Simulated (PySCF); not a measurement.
Species: Zr(OSiMe3)Cl3, C3H9Cl3OSiZr (singlet state).
Structure used (PBE0-D3(BJ)/def2-SVP), in Å, numbered top down from 1:
```xyz
18
C3H9Cl3OSiZr angstrom
Zr     0.770   -0.692   -2.776
O      0.371   -0.113   -1.034
Si    -0.131    0.184    0.568
C      0.497    1.883    1.019
C      0.633   -1.159    1.617
C     -1.997    0.093    0.562
H      0.245    2.133    2.062
H      0.051    2.650    0.368
H      1.591    1.937    0.910
H      1.732   -1.116    1.573
H      0.330   -1.059    2.671
H      0.316   -2.154    1.267
H     -2.427    0.860   -0.101
H     -2.336   -0.893    0.207
H     -2.407    0.248    1.573
Cl     3.086   -1.022   -2.978
Cl     0.035    0.919   -4.309
Cl    -0.418   -2.682   -3.122
```

Computed with PySCF, TDDFT CAM-B3LYP/def2-SVPD, vertical, gas phase, core orbitals frozen in the response, def2 core potentials past Kr. Spin–orbit coupling is left out. The geometry optimisation had not met its thresholds, so the values belong to a structure short of the stationary point.

```tsv
state	E (eV)	λ (nm)	f	|μ| (D)	main configurations (H = HOMO, L = LUMO)
S1	6.14	201.9	0.0001	0.05	H-1→L (27%), H-4→L (24%), H-3→L+1 (15%)
S2	6.18	200.5	0.0002	0.10	H-2→L (34%), H-3→L (16%), H→L (16%)
S3	6.21	199.5	0.0001	0.05	H-2→L+1 (26%), H-3→L+1 (21%), H→L+1 (20%)
S4	6.37	194.6	0.035	1.20	H-2→L (34%), H→L (21%), H-3→L (18%)
S5	6.38	194.4	0.026	1.03	H-4→L+1 (26%), H-1→L+1 (22%), H-2→L (21%)
S6	6.40	193.6	0.037	1.24	H-2→L+1 (56%), H-5→L (16%)
S7	6.65	186.6	0.0049	0.44	H-5→L (36%), H-1→L (14%), H-6→L (13%)
S8	6.68	185.7	0.0039	0.39	H-5→L+1 (29%), H→L (16%), H-7→L (13%)
S9	6.70	185.2	0.0011	0.21	H-7→L+1 (18%), H-3→L+1 (15%), H→L+1 (14%)
S10	6.78	182.8	0.023	0.95	H-6→L+1 (23%), H-1→L+1 (22%), H→L (11%)
```

Triplets (Tamm–Dancoff): T1 5.85 eV, H-2→L (65%), H-3→L (10%); T2 5.88 eV, H-2→L+1 (64%), H-4→L (11%); T3 6.01 eV, H-4→L (26%), H-3→L+1 (21%), H-1→L (19%); T4 6.09 eV, H→L (35%), H-3→L (32%), H-2→L (10%).

The lowest singlet lies at 6.14 eV (202 nm, ultraviolet) and is dark (f under 0.0005); its leading configuration is HOMO-1→LUMO (27%). The strongest level in the table is S6 at 6.40 eV (194 nm, f = 0.037). S4/S5 lie within about 0.01 eV of each other. Löwdin shares by element: HOMO (one of a set within 0.03 eV) carbon 41% or more, silicon 16%, oxygen 15% (atoms not listed hold the other 28%); LUMO zirconium 69%, chlorine 27%. The listed states span 0.64 eV, and the widest gap between neighbours is 0.24 eV (S6 to S7). Orbital energies (eV): HOMO-3 -10.82, HOMO-2 -10.57, HOMO-1 -10.21, HOMO -10.20, LUMO -0.84, LUMO+1 -0.80, LUMO+2 0.01. Only the lowest 10 singlets were computed, as vertical energies without vibronic structure.
